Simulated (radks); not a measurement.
Species: Be. Configuration: [He] 2p2 (not the ground configuration).

Calculated with a radial shooting solver on a logarithmic mesh with Libxc functionals: non-relativistic Kohn-Sham, r2SCAN, spin-polarised, spherical densities, point nucleus; open shells are filled with parallel spins first; meta-GGA in the generalised Kohn-Sham scheme.

Energy parts (eV):
total: -392.094
kinetic: 390.473
electron-nucleus: -897.969
Hartree: 188.801
exchange-correlation: -73.399

Orbitals (lengths in bohr, moments of r in powers of bohr):
| orbital | occ. | eigenvalue (eV) | <1/r> | <r> |
|---|---|---|---|---|
| 1s up | 1 | -110.9016 | 3.668 | 0.4194 |
| 1s down | 1 | -110.5292 | 3.682 | 0.4169 |
| 2p up | 2 | -3.4604 | 0.4503 | 2.919 |

The highest occupied level is 2p up at -3.460 eV. The electron density at the nucleus is 34.41 e/bohr^3. The spin density at the nucleus is -0.1153 e/bohr^3 (1s -0.1153), a Fermi contact field of -6.04 T. The density falls to 0.001 e/bohr^3 at r = 4.38 bohr.
